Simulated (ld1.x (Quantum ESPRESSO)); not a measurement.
iridium: one change to a TM potential, before and after

* Element: Ir (Z = 77)
* Generator: ld1.x (Quantum ESPRESSO) 7.5
* Type: norm-conserving Troullier–Martins (Kleinman–Bylander form)
* Functional: LDA (PZ)
* Relativity: scalar-relativistic
* Frozen core: [Xe] 4f14
* Valence charge: 9
* Reference configuration: 5d7 6s1.5 6p0.5
* Partial waves: 6s (bound): rc 2.20 bohr; 6p (bound): rc 2.40 bohr; 5d (bound): rc 1.45 bohr
* Local potential: all-electron potential smoothed inside 1.65 bohr (lloc = -1)
* Core correction: a·sin(br)/r model core inside 1.00 bohr

Change: functional PBE.

Cutoffs: the cutoffs (Ry, on a coarse ladder) from which the occupation-weighted sum of valence levels, in a spherical-Bessel basis at the reference potential, stays within 10 and 1 mRy of its value at 400 Ry; they do not see the model core or the augmentation charge, which bear on the density cutoff. Errors are all-electron minus pseudo energies relative to the spin-unpolarised reference configuration.

Task: How do hardness, ghosts and transferability respond?

Result: The potential gets softer (55 Ry and 70 Ry → 40 Ry and 70 Ry); the bound ghosts move from d, p, s to p, s; the number of tests that count goes from 9 to 7; of the 7 tests that both files solve, the error grows in 2 and shrinks in 2 by more than 15 % and 0.3 meV (median size 6.7 → 7.7 meV).

```tsv
quantity	base	changed
cutoff, loose	55 Ry	40 Ry
cutoff, tight	70 Ry	70 Ry
loose cutoff by channel (10 mRy a level)	s 8 Ry, p 6 Ry, d 55 Ry	s 8 Ry, p 6 Ry, d 35 Ry
bound ghosts	s, d, p	s, p
error for 5d7 6s2 6p0, meV [ΔE -2.66 → -2.60 eV]	+0.3	+0.1
error for 5d7 6s1 6p0, meV [ΔE 7.53 → 7.27 eV]	-6.7	-7.7
error for 5d7 6s0 6p0, meV [ΔE 25.38 → 24.74 eV]	-36	-44
error for 5d6 6s0 6p0, meV [ΔE 56.22 → 55.28 eV]	-195	-80
error for 5d7 6s1 6p1, meV [ΔE 2.75 → 2.71 eV]	-1.3	-1.6
error for 5d6 6s2 6p0, meV [ΔE 9.76 → 9.59 eV]	-117	-47
error for 5d7 6s1.5 6p0, meV [ΔE 1.52 → 1.43 eV]	-1.3	-1.3
s: phases at 2.59 bohr within 0.05 rad from the reference energy up to (Ry; the scan ends near 5)	2.5	2.5
p: phases at 2.59 bohr within 0.05 rad from the reference energy up to (Ry; the scan ends near 5)	4.3	4.2
d: phases at 2.59 bohr within 0.05 rad from the reference energy up to (Ry; the scan ends near 5)	1.3	2.3
```

Base: These tests converged, but a pseudo level misses the all-electron one widely, so the file describes the atom poorly there or has found another state: 5d6 6s0 6p0: empty 6p by 5.6 eV (a node warning on the way). Changed file: These tests converged, but a pseudo level misses the all-electron one widely, so the file describes the atom poorly there or has found another state: 5d6 6s0 6p0: empty 6p by 4.9 eV (a node warning on the way). A true bound ghost makes a file unfit for plane-wave use even where its test errors are small: the radial tests pick states by their node count and pass the ghost by.
